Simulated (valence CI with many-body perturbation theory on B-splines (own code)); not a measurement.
## Hg73+: calculated level list

Calculated by valence CI with perturbative core correlation (CI+MBPT): five valence electrons over a frozen Dirac-Fock core [He], a basis of 9 s, 9 p, 8 d, 6 f, 3 g, 1 h functions for each j, with the one-electron correlation potential Σ1, the two-electron term Σ2, the three-electron term Σ3, Breit, model QED; selected CI, second order for the rest (own B-spline code, finite nucleus).

No measured spectrum was set against this ion. As an estimate, large intervals hold to a few tenths of a per cent, small ones and those within an open d or f shell to about a per cent. Among the levels kept, up to 1200 cm⁻¹ of a level comes from second order outside the variational space, and about a tenth of that is noise between levels of different J, which matters for small intervals.

Levels 1 to 45 of 75, with energies above the lowest level, (2s^2 2p1/2^2 2p3/2) J=3/2. "Leading %" is the weight of the configuration and term that name the level; weights of strongly mixed levels are sums over their largest components and can fall short. In the jj column 3d3/2^4 stands for four electrons in 3d with j = 3/2. Lifetimes count E1, E2, E3, M1 and M2 decay at the calculated energies, and are blank where another channel may lead or the interval is too uncertain; long ones can be off by a factor of two.

```
No.  Configuration  Term    J  E (eV)  Leading %  Lifetime                      Leading jj      g
  1        2s2.2p3   2P°  3/2       0         49                2s^2 2p1/2^2 2p3/2 (100 %)  1.302
  2        2s2.2p3   4S°  3/2    2003         56   13.6 ps      2s^2 2p1/2 2p3/2^2 (100 %)  1.428
  3        2s2.2p3   2D°  5/2    2026        100   78.4 ps      2s^2 2p1/2 2p3/2^2 (100 %)  1.154
  4        2s2.2p3   2P°  1/2    2087        100   24.9 ps      2s^2 2p1/2 2p3/2^2 (100 %)  0.606
  5         2s.2p4    4P  5/2    2397         69    156 fs      2s 2p1/2^2 2p3/2^2 (100 %)  1.432
  6         2s.2p4    2S  1/2    2515         65   43.9 fs      2s 2p1/2^2 2p3/2^2 (100 %)  1.975
  7         2s.2p4    2P  3/2    2517         53   23.3 fs      2s 2p1/2^2 2p3/2^2 (100 %)  1.162
  8        2s2.2p3   2P°  3/2    4096         51   4.05 ps             2s^2 2p3/2^3 (99 %)  1.282
  9         2s.2p4    4P  3/2    4432         86   47.8 fs        2s 2p1/2 2p3/2^3 (100 %)  1.583
 10         2s.2p4    2D  5/2    4474         69   47.9 fs        2s 2p1/2 2p3/2^3 (100 %)  1.276
 11         2s.2p4    2P  1/2    4550         65   19.3 fs        2s 2p1/2 2p3/2^3 (100 %)  1.331
 12         2s.2p4    2D  3/2    4557         56   19.5 fs        2s 2p1/2 2p3/2^3 (100 %)  0.994
 13            2p5   2P°  3/2    4991         99   16.0 fs          2p1/2^2 2p3/2^3 (99 %)  1.292
 14         2s.2p4    4P  1/2    6575         41   22.8 fs              2s 2p3/2^4 (100 %)  1.886
 15            2p5   2P°  1/2    7028        100   11.9 fs           2p1/2 2p3/2^4 (100 %)  0.606
 16     2s2.2p2.3s    4P  1/2   10296         46   2.98 fs         2s^2 2p1/2^2 3s (100 %)  1.984
 17     2s2.2p2.3p   2P°  1/2   10416         47    213 fs      2s^2 2p1/2^2 3p1/2 (100 %)  0.641
 18     2s2.2p2.3p   2P°  3/2   11023         35    171 fs      2s^2 2p1/2^2 3p3/2 (100 %)  1.317
 19     2s2.2p2.3d    2D  3/2   11122         43   2.79 fs      2s^2 2p1/2^2 3d3/2 (100 %)  0.780
 20     2s2.2p2.3d    2D  5/2   11284         37    495 as      2s^2 2p1/2^2 3d5/2 (100 %)  1.184
 21     2s2.2p2.3s    4P  3/2   12320         88   4.70 fs     2s^2 2p1/2 2p3/2 3s (100 %)  1.647
 22     2s2.2p2.3s    2P  1/2   12331         67   2.14 fs     2s^2 2p1/2 2p3/2 3s (100 %)  1.288
 23     2s2.2p2.3s    2D  5/2   12339         65   4.21 fs     2s^2 2p1/2 2p3/2 3s (100 %)  1.296
 24     2s2.2p2.3s    2D  3/2   12347         64   2.27 fs     2s^2 2p1/2 2p3/2 3s (100 %)  0.942
 25     2s2.2p2.3p   4P°  1/2   12437         49    340 fs  2s^2 2p1/2 2p3/2 3p1/2 (100 %)  1.726
 26     2s2.2p2.3p   4D°  3/2   12443         55    286 fs  2s^2 2p1/2 2p3/2 3p1/2 (100 %)  1.118
 27     2s2.2p2.3p   2F°  5/2   12456         50    224 fs  2s^2 2p1/2 2p3/2 3p1/2 (100 %)  1.032
 28     2s2.2p2.3p   2P°  3/2   12506         43    147 fs   2s^2 2p1/2 2p3/2 3p1/2 (99 %)  1.294
 29      2s.2p3.3s   4P°  5/2   12667         49   5.87 fs      2s 2p1/2^2 2p3/2 3s (99 %)  1.576
 30      2s.2p3.3s   2P°  3/2   12700         35   2.52 fs      2s 2p1/2^2 2p3/2 3s (99 %)  1.409
 31      2s.2p3.3s   2P°  1/2   12775         43   2.34 fs      2s 2p1/2^2 2p3/2 3s (99 %)  0.823
 32      2s.2p3.3s   2P°  3/2   12785         39   5.02 fs      2s 2p1/2^2 2p3/2 3s (99 %)  1.365
 33      2s.2p3.3p    4P  3/2   12798         30   3.54 fs  2s 2p1/2^2 2p3/2 3p1/2 (100 %)  1.643
 34      2s.2p3.3p    2D  5/2   12798         26   1.38 fs  2s 2p1/2^2 2p3/2 3p1/2 (100 %)  1.314
 35      2s.2p3.3p    2P  1/2   12894         36   1.31 fs  2s 2p1/2^2 2p3/2 3p1/2 (100 %)  1.257
 36      2s.2p3.3p    2D  3/2   12896         36   1.97 fs  2s 2p1/2^2 2p3/2 3p1/2 (100 %)  0.956
 37     2s2.2p2.3p   4D°  5/2   13035         52    150 fs  2s^2 2p1/2 2p3/2 3p3/2 (100 %)  1.401
 38     2s2.2p2.3p   2P°  1/2   13039         37    112 fs  2s^2 2p1/2 2p3/2 3p3/2 (100 %)  1.548
 39     2s2.2p2.3p   2D°  3/2   13044         53    131 fs  2s^2 2p1/2 2p3/2 3p3/2 (100 %)  1.112
 40     2s2.2p2.3p   2F°  7/2   13051         65    138 fs  2s^2 2p1/2 2p3/2 3p3/2 (100 %)  1.207
 41     2s2.2p2.3p   4S°  3/2   13074         33    172 fs   2s^2 2p1/2 2p3/2 3p3/2 (99 %)  1.408
 42     2s2.2p2.3p   2D°  5/2   13083         67    139 fs  2s^2 2p1/2 2p3/2 3p3/2 (100 %)  1.167
 43     2s2.2p2.3p   2P°  1/2   13109         87   90.6 fs  2s^2 2p1/2 2p3/2 3p3/2 (100 %)  0.616
 44     2s2.2p2.3d    4F  3/2   13149         43   1.41 fs  2s^2 2p1/2 2p3/2 3d3/2 (100 %)  0.917
 45     2s2.2p2.3d    4F  5/2   13150         52   3.83 fs  2s^2 2p1/2 2p3/2 3d3/2 (100 %)  0.948
```

The ionisation energy to 2s2.2p2 3P_0 of the next ion comes out as 19681 eV (NIST: 19680 ± 90 eV (theoretical)). All 75 levels together are meant to be complete up to 13682 eV.
